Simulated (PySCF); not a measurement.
**[CoS2]+: one-bond stretch**

Method: PySCF, UPBE0, basis Co def2-SVP, S def2-SVP (no relativity, density fitting).

Rigid scan from the quintet minimum (Co–S 2.248 Å (×2), S–S 2.024 Å; Co–S–S 63.3° (×2), S–Co–S 53.5°). Coordinate: the bond from Co to the last atom (S) scaled, the rest fixed. Energies in kJ/mol from the minimum.

Problem. Predict the curve at 0.92, 0.96, 1.00, 1.05, 1.12, 1.20, 1.35, 1.55, 1.80, 2.20.

Solution. 
```
scale of one bond  E (kJ/mol)  dipole size (D, about the centre of mass)  ⟨S²⟩
             0.92        22.5                                       4.20  6.02
             0.96         5.1                                       4.39  6.01
             1.00         0.0                                       4.56  6.01
             1.05         6.6                                       4.74  6.02
             1.12        32.9                                       4.95  6.02
             1.20        78.1                                       5.15  6.02
             1.35       179.4                                       5.54  6.03
             1.55       299.4                                          –  6.28
             1.80       367.2                                          –  6.90
             2.20       399.0                                          –  6.98
```

Spin contamination is strong at 1.55, 1.80, 2.20, so these points are less reliable.

Open d and f shells are described by one determinant, and the ground state may have another occupation or spin.

Other isomers or separated fragments may lie lower.

The scan took 29 s on 2 threads of a shared Intel Xeon 6975P-C (Granite Rapids) host; the process peaked at 0.68 GiB. Launch command: `OMP_NUM_THREADS=2 python axn.py task.json out`.
